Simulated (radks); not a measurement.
Valence configurations of Pr I (all share [Xe]). All-electron calculation, Dirac Kohn-Sham, BLYP, spin-unpolarised, spherical densities, point nucleus; open shells fill j = l - 1/2 first. Program: a radial shooting solver on a logarithmic mesh with Libxc functionals. Energies are relative to 4f3 6s2; eigenvalues in eV.

valence	E (eV)	e(4f5/2)	e(5d3/2)	e(6p1/2)	e(6s1/2)
4f3 6s2	0.000	-1.110	-	-	-3.313
4f2.5 5d0.5 6s2	0.016	-3.388	-2.410	-	-3.483
4f2.5 6s2 6p0.5	0.728	-4.792	-	-1.651	-4.063
4f2 5d1 6s2	1.039	-6.068	-2.907	-	-3.638
4f3 5d1 6s1	1.519	-0.071	-1.299	-	-2.944
4f2 6s2 6p1	3.243	-9.083	-	-2.083	-4.799
4f2 5d1 6s1 6p1	3.427	-7.108	-3.755	-1.778	-4.238
4f1 6s2 6p2	14.572	-18.788	-	-2.908	-6.198
5d2 6s2 6p1	22.098	-	-7.312	-2.261	-5.320

NIST lists [Xe] 4f3 6s2 as the ground configuration; this level of theory agrees among the configurations tried. The energies are those of spherical spin-averaged densities, not of single terms. No valid solution was reached for [Xe] 4f4 6s1.
